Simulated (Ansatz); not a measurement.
Computed with Ansatz on PBE0-D4/def2-TZVP structures; ΔE is electronic, products minus reactants. CCSD(T)/CBS is the MP2 limit (def2-TZVPP, def2-QZVPP) plus CCSD(T) − MP2 in def2-TZVPP, frozen cores. This one scheme is used for every species, atoms too. DFT in def2-TZVPP. No spin–orbit coupling; open shells (•) take unrestricted orbitals. Spin–orbit coupling would lower the free atoms: a little for B, C, F, O.

Reaction (atomization): `FB1NCO1` → B• + C• + F• + 3 H• + N• + O•

`FB1NCO1`:

```xyz
8

F     0.215   -1.925   -1.430
B     0.048   -0.929   -0.589
N     0.753    0.258   -0.285
C    -0.338    0.509    0.641
O    -0.961   -0.756    0.347
H     1.320    0.941   -0.748
H    -0.043    0.562    1.692
H    -0.995    1.340    0.372
```

```tsv
level	ΔE (kJ/mol)
BLYP-D4	3494.4
r2SCAN-D4	3487.6
r2SCAN0-D4	3406.5
CAM-B3LYP-D4	3503.4
r2SCAN	3484.7
BHLYP	3315.2
LC-ωPBE	3501.7
CCSD/def2-SVP	3250.4
```

What does CCSD(T)/CBS give? (Estimate.)

The calculation gave: +3463.3 kJ/mol. The listed levels differ from it by 31.1, 24.3, -56.8, 40.1, 21.4, -148.1, 38.4, -212.9 kJ/mol.

Largest T1 diagnostic among the species: 0.014.

From BLYP to BHLYP (50 % exact exchange), in def2-TZVPP and without D4, ΔE moves by −151.3 kJ/mol: exact exchange takes away binding that semilocal exchange gives to molecules. At CCSD(T), def2-SVP lies −171.5 kJ/mol from the extrapolated value and def2-TZVPP −99.2 kJ/mol: correlation converges slowly with the basis, and small sets miss more of it in the bonded molecule than in its fragments.

For atomizations the MP2-based limit and the directly extrapolated one differ by several kJ/mol either way, and by 10 to 25 for some Ge, Se and Sn compounds, so smaller differences from it don't rank the levels.
